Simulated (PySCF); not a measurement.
## Relaxation of doublet CuH₄

Method: UPBE0 in PySCF with Cu def2-TZVP, H def2-TZVP; no relativity; density-fitted integrals. A (50,194) grid was used.

A hand-made see-saw start, of C2v symmetry, held to at least that symmetry:

```xyz
5
charge 0 multiplicity 2, angstrom
Cu    0.0000    0.0000   -0.0305
H     0.0000    1.4345    0.0950
H     0.0000   -1.4345    0.0950
H     1.1347    0.0000    0.8561
H    -1.1347    0.0000    0.8561
```

Task: What forces act on the atoms at the start (eV/Å)?

Result: 
```json
{"atom": "Cu1", "Fx": "0.00", "Fy": "0.00", "Fz": "-0.84"}
{"atom": "H2", "Fx": "0.00", "Fy": "1.02", "Fz": "0.25"}
{"atom": "H3", "Fx": "0.00", "Fy": "-1.02", "Fz": "0.25"}
{"atom": "H4", "Fx": "0.94", "Fy": "0.00", "Fz": "0.17"}
{"atom": "H5", "Fx": "-0.94", "Fy": "0.00", "Fz": "0.17"}
```

Task: What does it relax to?

Result: It ends at C2v with Cu–H 1.494 Å (×2), Cu–H 1.508 Å (×2); H–Cu–H 87.6° (×4), H–Cu–H 127.0°, H–Cu–H 169.1°. A frequency run shows 2 imaginary modes, down to 1116i cm⁻¹, so it is a higher-order saddle point. Other isomers or separated fragments may lie lower.

Task: How much energy is released, and in how many steps?

Result: 22.8 kJ/mol in 7 steps.

Open d and f shells are described by one determinant, and the ground state may have another occupation or spin.
